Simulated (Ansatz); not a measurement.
Energy needed to pull apart SiSbH₅ (SMILES [SiH3][SbH2]), closed shell, into free ground-state atoms, from the structure below (displaced at random from a GFN2-xTB minimum); no zero-point or spin–orbit terms; open-shell atoms are treated unrestricted, in their ground-state multiplicity.

Si1  (-0.643, -0.540, -0.464)
Sb2  (1.199, 0.114, 1.302)
H3  (-1.922, -0.915, 0.283)
H4  (-0.195, -1.798, -1.218)
H5  (-1.026, 0.525, -1.485)
H6  (0.472, 1.709, 1.522)
H7  (2.191, 0.815, -0.002)
(Å)

Ansatz 0.2.0; basis: def2-TZVPP; cores frozen in the correlated methods. Filled d shells of the heavier atoms are correlated. Core potentials replace the inner electrons of the atoms past krypton. The def2 sets are not built for correlating such inner shells, so the correlated values are less sure here.

```json
{"method": "PBE-D4", "atomization energy (kcal/mol)": "409.3"}
{"method": "r2SCAN-D4", "atomization energy (kcal/mol)": "410.5"}
{"method": "PBE0-D4", "atomization energy (kcal/mol)": "?"}
{"method": "HSE06-D4", "atomization energy (kcal/mol)": "405.0"}
{"method": "wB97X-V", "atomization energy (kcal/mol)": "419.3"}
{"method": "wB97M-V", "atomization energy (kcal/mol)": "410.7"}
{"method": "HF", "atomization energy (kcal/mol)": "?"}
{"method": "MP2", "atomization energy (kcal/mol)": "386.7"}
{"method": "CCSD", "atomization energy (kcal/mol)": "397.2"}
{"method": "CCSD(T)", "atomization energy (kcal/mol)": "401.7"}
```

What does HF give? (To be estimated.)

By the calculation: 292.7 kcal/mol, which is about 109.1 kcal/mol less than CCSD(T)/def2-TZVPP.

What does PBE0-D4 give? (Judge from chemistry; the value comes from the calculation.)

By the calculation: 405.2 kcal/mol, which is about 3.5 kcal/mol more than CCSD(T)/def2-TZVPP.

In triple zeta the MP2 and coupled-cluster atomization energies are still short of their basis limit by a few kcal/mol a bond, whereas those of the functionals are nearly converged, so these differences are not deviations from converged CCSD(T).

The T1 diagnostic stays at or below 0.015.

For scale, one of the runs: CCSD(T)/def2-TZVPP forces, 162 basis functions (an equivalent command: `ansatz run in.yaml --threads 4`). The run took 89 s on 4 CPU threads (shared host), with 2.4 GiB of host memory at its peak.
